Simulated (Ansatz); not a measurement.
Species: CH₆NSi (charge 0, doublet). It need not be the lowest isomer of its formula. SMILES: [SiH3]N[CH2]
Geometry from a B3LYP-D3(BJ)/def2-TZVP (Ansatz, a quantum-chemistry and plane-wave program) optimisation:
```
N
H 1 1.0075
C 1 1.3858 2 115.21
H 3 1.0782 1 119.05 2 12.92
H 3 1.0792 4 120.20 1 -161.56
Si 1 1.7348 2 118.69 3 -171.63
H 6 1.4791 1 106.31 2 -12.64
H 6 1.4822 7 110.93 1 119.39
H 6 1.4845 7 109.83 8 118.66
```
Charge 0, spin multiplicity 2.

Computed values are from Ansatz. Correlated levels leave the core frozen unless marked. Open shells are spin-unrestricted. No spin-orbit coupling. Non-relativistic. CBS(X,Y): correlation extrapolated as X^-3; Hartree-Fock from the larger set.

* **atomisation energy De**: 2944.0 kJ/mol at CCSD(T)/CBS(aug-cc-pV(T+d)Z,aug-cc-pV(Q+d)Z)
* **total energy**: -385.3798 Eh at CCSD(T)/CBS(aug-cc-pV(T+d)Z,aug-cc-pV(Q+d)Z)
* **dipole moment**: 0.95 D at CCSD(T)/aug-cc-pV(D+d)Z
* **T1 diagnostic**: 0.016 at CCSD/aug-cc-pV(Q+d)Z
